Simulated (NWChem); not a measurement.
System: WHOF4 cation; SMILES [OH][W+]([F])([F])([F])[F]

NWChem input:

```
start job
memory heap 200 mb stack 900 mb global 1100 mb
charge 1
geometry units angstroms
  W      0.012190     0.024644     0.000161
  F      1.569339    -0.840577    -0.348991
  F     -0.556470     0.200177     1.715068
  F     -1.091396     0.481360    -1.366870
  F     -0.783048    -1.582632    -0.008368
  O      0.805025     1.627370     0.008580
  H      1.237813     2.501634     0.012972
end
basis spherical
  * library def2-svp
end
ecp
  W library def2-ecp
end
dft
  xc pbe0
  iterations 150
end
driver
  maxiter 120
end
task dft optimize
```

Output (shortened):

```
             Northwest Computational Chemistry Package (NWChem) 7.3.0
             --------------------------------------------------------

 C3  symmetry detected

                             Geometry "geometry" -> ""
                             -------------------------

 Output coordinates in angstroms (scale by  1.889725989 to convert to a.u.)

  No.       Tag          Charge          X              Y              Z
 ---- ---------------- ---------- -------------- -------------- --------------
    1 W                   74.0000     0.00000000     0.00000000    -0.01184425
    2 F                    9.0000     1.73869649     0.51441857     0.07477425
    3 F                    9.0000    -1.31484779     1.24854605     0.07477425
    4 F                    9.0000    -0.42384870    -1.76296461     0.07477425
    5 F                    9.0000     0.00000000    -0.00000000     1.78142428
    6 O                    8.0000     0.00000000     0.00000000    -1.79996858
    7 H                    1.0000     0.00000000     0.00000000    -2.77550031

 Effective nuclear repulsion energy (a.u.)    1125.0075636123

      Symmetry information
      --------------------

 Group name             C3
 Group number              5
 Group order               3
 No. of unique centers     5

                                Z-matrix (autoz)
                                --------

 Units are Angstrom for bonds and degrees for angles

      Type          Name      I     J     K     L     M      Value
      ----------- --------  ----- ----- ----- ----- ----- ----------
    1 Stretch                  1     2                       1.81527
    2 Stretch                  1     3                       1.81527
    3 Stretch                  1     4                       1.81527
    4 Stretch                  1     5                       1.79327
    5 Stretch                  1     6                       1.78812
    6 Stretch                  6     7                       0.97553
    7 Bend                     2     1     3               119.77430
    8 Bend                     2     1     4               119.77430
    9 Bend                     2     1     5                87.26500
   10 Bend                     2     1     6                92.73500
   11 Bend                     3     1     4               119.77430
   12 Bend                     3     1     5                87.26500
   13 Bend                     3     1     6                92.73500
   14 Bend                     4     1     5                87.26500
   15 Bend                     4     1     6                92.73500
   16 Bend                     7     1     2                92.73500
   17 Bend                     7     1     3                92.73500
   18 Bend                     7     1     4                92.73500
   19 Torsion                  1     2     6     7        -180.00000
   20 Torsion                  1     3     6     7         180.00000
   21 Torsion                  1     4     6     7        -180.00000

                           NWChem Geometry Optimization
                           ----------------------------

 maximum gradient threshold         (gmax) =   0.000450
 rms gradient threshold             (grms) =   0.000300
 maximum cartesian step threshold   (xmax) =   0.001800
 rms cartesian step threshold       (xrms) =   0.001200
 fixed trust radius                (trust) =   0.300000
 source of zmatrix                         =   autoz

          -------------------
          Energy Minimization
          -------------------

 Using diagonal initial Hessian
 Scaling for Hessian diagonals: bonds = 1.00  angles = 0.25  torsions = 0.10

          --------
          Step   0

                                 NWChem DFT Module
                                 -----------------

[...]

      ----------------------
      Optimization converged
      ----------------------

  Step       Energy      Delta E   Gmax     Grms     Xrms     Xmax
  ---- ---------------- -------- -------- -------- -------- --------
@    3    -541.34161715 -8.9D-08  0.00005  0.00002  0.00015  0.00029
                                     ok       ok       ok       ok

                                Z-matrix (autoz)
                                --------

 Units are Angstrom for bonds and degrees for angles

      Type          Name      I     J     K     L     M      Value     Gradient
      ----------- --------  ----- ----- ----- ----- ----- ---------- ----------
    1 Stretch                  1     2                       1.79858   -0.00002
    2 Stretch                  1     3                       1.79858   -0.00002
    3 Stretch                  1     4                       1.79858   -0.00002
    4 Stretch                  1     5                       1.82161    0.00005
    5 Stretch                  1     6                       1.79842   -0.00002
    6 Stretch                  6     7                       0.97446    0.00002
    7 Bend                     2     1     3               119.88253   -0.00000
    8 Bend                     2     1     4               119.88253   -0.00000
    9 Bend                     2     1     5                88.02777   -0.00001
   10 Bend                     2     1     6                91.97223    0.00001
   11 Bend                     3     1     4               119.88253   -0.00000
   12 Bend                     3     1     5                88.02777   -0.00001
   13 Bend                     3     1     6                91.97223    0.00001
   14 Bend                     4     1     5                88.02777   -0.00001
   15 Bend                     4     1     6                91.97223    0.00001
   16 Bend                     7     1     2                91.97223    0.00001
   17 Bend                     7     1     3                91.97223    0.00001
   18 Bend                     7     1     4                91.97223    0.00001
   19 Torsion                  1     2     6     7         180.00000   -0.00000
   20 Torsion                  1     3     6     7        -180.00000    0.00000
   21 Torsion                  1     4     6     7        -180.00000   -0.00000

                         Geometry "geometry" -> "geometry"
                         ---------------------------------

 Output coordinates in angstroms (scale by  1.889725989 to convert to a.u.)

  No.       Tag          Charge          X              Y              Z
 ---- ---------------- ---------- -------------- -------------- --------------
    1 W                   74.0000    -0.00000000     0.00000000    -0.00251160
    2 F                    9.0000     1.72365954     0.50996967     0.05938671
    3 F                    9.0000    -1.30347646     1.23774811     0.05938671
    4 F                    9.0000    -0.42018308    -1.74771778     0.05938671
    5 F                    9.0000     0.00000000     0.00000000     1.81909461
    6 O                    8.0000    -0.00000000     0.00000000    -1.80092669
    7 H                    1.0000    -0.00000000     0.00000000    -2.77538257

 Effective nuclear repulsion energy (a.u.)    1126.4087487237

      Symmetry information
      --------------------

 Group name             C3
 Group number              5
 Group order               3
 No. of unique centers     5

                Final and change from initial internal coordinates
                --------------------------------------------------

                                Z-matrix (autoz)
                                --------

 Units are Angstrom for bonds and degrees for angles

      Type          Name      I     J     K     L     M      Value       Change
      ----------- --------  ----- ----- ----- ----- ----- ---------- ----------
    1 Stretch                  1     2                       1.79858   -0.01668
    2 Stretch                  1     3                       1.79858   -0.01668
    3 Stretch                  1     4                       1.79858   -0.01668
    4 Stretch                  1     5                       1.82161    0.02834
    5 Stretch                  1     6                       1.79842    0.01029
    6 Stretch                  6     7                       0.97446   -0.00108
    7 Bend                     2     1     3               119.88253    0.10823
    8 Bend                     2     1     4               119.88253    0.10823
    9 Bend                     2     1     5                88.02777    0.76278
   10 Bend                     2     1     6                91.97223   -0.76278
   11 Bend                     3     1     4               119.88253    0.10823
   12 Bend                     3     1     5                88.02777    0.76278
   13 Bend                     3     1     6                91.97223   -0.76278
   14 Bend                     4     1     5                88.02777    0.76278
   15 Bend                     4     1     6                91.97223   -0.76278
   16 Bend                     7     1     2                91.97223   -0.76278
   17 Bend                     7     1     3                91.97223   -0.76278
   18 Bend                     7     1     4                91.97223   -0.76278
   19 Torsion                  1     2     6     7         180.00000    0.00000
   20 Torsion                  1     3     6     7        -180.00000    0.00000
   21 Torsion                  1     4     6     7        -180.00000    0.00000

[...]
```

Level: PBE0/def2-SVP with def2 effective core potentials on W. Not confirmed as a minimum by frequencies. The spin multiplicity was typed, not searched, and may not be the lowest. def2 effective core potentials on W; no spin-orbit coupling.
